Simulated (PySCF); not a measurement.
Basis-set dependence of population analyses: `COC([SiH3])[SiH3]`

C2H10OSi2.
Bonds: C1–O2, O2–C3, C3–Si4, C3–Si5. Hydrogens: H6, H7, H8 on C1; H9 on C3; H10, H11, H12 on Si4; H13, H14, H15 on Si5.

PBE0 throughout (PySCF), one geometry, spherical d and f functions. One conformer (not necessarily the lowest) at the PBE0-D3(BJ)/def2-SVP geometry, without solvent, vibrations or thermal averaging. Atoms taken as equivalent share a column and are averaged.

Mulliken charges (e):

| basis | functions | C1 | O2 | C3 | Si4/Si5 | H6/H7/H8 | H9 | H10 (×6) |
| --- | --- | --- | --- | --- | --- | --- | --- | --- |
| STO-3G | 43 | -0.132 | -0.223 | -0.271 | +0.525 | +0.075 | +0.058 | -0.118 |
| 6-31G | 73 | -0.233 | -0.500 | -0.505 | +0.565 | +0.168 | +0.199 | -0.099 |
| pcSseg-0 | 73 | -0.299 | -0.635 | -0.859 | +0.562 | +0.221 | +0.274 | -0.044 |
| 6-31G* | 98 | -0.266 | -0.466 | -0.309 | +0.357 | +0.170 | +0.183 | -0.061 |
| cc-pVDZ | 128 | +0.062 | -0.323 | -0.155 | +0.243 | +0.041 | +0.055 | -0.041 |
| def2-SVP | 128 | +0.115 | -0.404 | -0.288 | +0.380 | +0.039 | +0.078 | -0.063 |
| 6-311+G(2d,p) | 211 | -0.238 | -0.203 | -0.567 | +0.381 | +0.142 | +0.155 | -0.056 |
| aug-cc-pVDZ | 213 | +0.769 | -0.609 | +0.420 | -0.847 | -0.186 | -0.226 | +0.316 |
| def2-TZVP | 227 | -0.226 | -0.276 | -0.128 | +0.138 | +0.123 | +0.097 | -0.018 |
| IGLO-III | 293 | -0.226 | -0.274 | -0.435 | +0.718 | +0.119 | +0.131 | -0.165 |
| cc-pVTZ | 298 | -0.108 | -0.283 | -0.103 | +0.160 | +0.081 | +0.068 | -0.023 |

IAO charges (e):

| basis | functions | C1 | O2 | C3 | Si4/Si5 | H6/H7/H8 | H9 | H10 (×6) |
| --- | --- | --- | --- | --- | --- | --- | --- | --- |
| STO-3G | 43 | -0.262 | -0.227 | -0.485 | +0.617 | +0.122 | +0.110 | -0.123 |
| 6-31G | 73 | -0.234 | -0.359 | -0.413 | +0.440 | +0.142 | +0.140 | -0.073 |
| pcSseg-0 | 73 | -0.214 | -0.358 | -0.435 | +0.434 | +0.136 | +0.142 | -0.069 |
| 6-31G* | 98 | -0.193 | -0.376 | -0.432 | +0.562 | +0.131 | +0.132 | -0.108 |
| cc-pVDZ | 128 | -0.192 | -0.375 | -0.426 | +0.555 | +0.131 | +0.133 | -0.107 |
| def2-SVP | 128 | -0.183 | -0.375 | -0.434 | +0.576 | +0.128 | +0.131 | -0.112 |
| 6-311+G(2d,p) | 211 | -0.202 | -0.390 | -0.446 | +0.588 | +0.136 | +0.138 | -0.114 |
| aug-cc-pVDZ | 213 | -0.200 | -0.388 | -0.427 | +0.556 | +0.135 | +0.136 | -0.106 |
| def2-TZVP | 227 | -0.200 | -0.389 | -0.449 | +0.597 | +0.135 | +0.138 | -0.117 |
| IGLO-III | 293 | -0.202 | -0.391 | -0.449 | +0.596 | +0.136 | +0.138 | -0.116 |
| cc-pVTZ | 298 | -0.201 | -0.387 | -0.443 | +0.582 | +0.135 | +0.138 | -0.113 |

Hirshfeld charges (e):

```csv
basis,functions,C1,O2,C3,Si4/Si5,H6/H7/H8,H9,H10 (×6)
STO-3G,43,+0.029,-0.162,-0.074,+0.336,+0.011,0.000,-0.083
6-31G,73,-0.020,-0.154,-0.113,+0.272,+0.039,+0.038,-0.069
pcSseg-0,73,-0.031,-0.143,-0.109,+0.292,+0.036,+0.024,-0.072
6-31G*,98,-0.022,-0.137,-0.116,+0.274,+0.038,+0.043,-0.072
cc-pVDZ,128,-0.037,-0.116,-0.121,+0.289,+0.038,+0.035,-0.075
def2-SVP,128,-0.038,-0.126,-0.121,+0.297,+0.039,+0.035,-0.077
"6-311+G(2d,p)",211,-0.038,-0.144,-0.135,+0.299,+0.042,+0.039,-0.074
aug-cc-pVDZ,213,-0.046,-0.139,-0.136,+0.296,+0.043,+0.039,-0.073
def2-TZVP,227,-0.042,-0.136,-0.133,+0.294,+0.042,+0.040,-0.073
IGLO-III,293,-0.048,-0.140,-0.131,+0.292,+0.042,+0.039,-0.072
cc-pVTZ,298,-0.043,-0.129,-0.130,+0.291,+0.041,+0.039,-0.074
```

Some averages cover members that differ in this geometry, most widely: H6/H7/H8, Mulliken in aug-cc-pVDZ -0.306 to -0.119; H10 (×6), Mulliken in aug-cc-pVDZ +0.240 to +0.381; Si4/Si5, Mulliken in aug-cc-pVDZ -0.877 to -0.816; H6/H7/H8, IAO in 6-31G +0.127 to +0.170 e.

Question: Which scheme is steadiest as the basis changes?

Answer: Largest range over the bases for any column: Hirshfeld 0.08 e, IAO 0.18 e, Mulliken 1.56 e. Hirshfeld charges move least and Mulliken charges most, counted in e. Without the minimal STO-3G basis the ranges are Hirshfeld 0.04, IAO 0.16, Mulliken 1.56 e.

Question: How much do the charges still move between the two largest bases, IGLO-III and cc-pVTZ?

Answer: At most, over all atoms: Mulliken 0.559 e, IAO 0.015 e, Hirshfeld 0.011 e.

Question: What do the same runs give for the total energy, the frontier levels and the dipole moment?

Answer: 
| basis | energy (Eh) | HOMO (eV) | LUMO (eV) | μ (D) |
| --- | --- | --- | --- | --- |
| STO-3G | -727.3180 | -3.44 | 7.38 | 1.10 |
| 6-31G | -735.8098 | -6.85 | 0.84 | 1.80 |
| pcSseg-0 | -734.8979 | -7.00 | 0.66 | 1.77 |
| 6-31G* | -735.9220 | -6.87 | 0.77 | 1.59 |
| cc-pVDZ | -735.9654 | -6.94 | 0.74 | 1.49 |
| def2-SVP | -735.6681 | -7.01 | 0.71 | 1.55 |
| 6-311+G(2d,p) | -736.0311 | -7.11 | -0.08 | 1.52 |
| aug-cc-pVDZ | -735.9798 | -7.09 | -0.20 | 1.47 |
| def2-TZVP | -736.0454 | -7.09 | 0.29 | 1.49 |
| IGLO-III | -736.0508 | -7.09 | 0.27 | 1.48 |
| cc-pVTZ | -736.0449 | -7.07 | 0.39 | 1.48 |

The dipole is fixed by the density alone, so its range of 0.70 D shows that the density itself changes with the basis, not only its division among atoms.
